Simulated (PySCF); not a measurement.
# Fe⁺: excitation energy

Fe⁺ [Ar] 3d6 4s1 (6D) → Fe⁺ [Ar] 3d5 4s2 (6S), as a difference of total energies. Computed with PySCF 2.14 in def2-QZVPPD (11s6p5d4f2g, 100 functions), with the non-relativistic Hamiltonian (point nucleus). Correlated levels: valence: [Ar] frozen. The calculations carry no spin-orbit coupling.

```csv
method,excitation energy (eV)
UHF,2.507
MP2 (valence),3.139
SCS-MP2 (valence),3.131
CCSD (valence),2.894
CCSD(T) (valence),2.904
```

How much does correlation contribute at CCSD(T) (valence)?

2.904 − (2.507) = 0.397 eV, measured against UHF.

These non-relativistic numbers lack the scalar-relativistic shift.

Errors of the correlated levels include the incompleteness of this basis and the frozen core.

For comparison: 2.839 eV (measured; NIST levels, between the centres of gravity of the two terms).
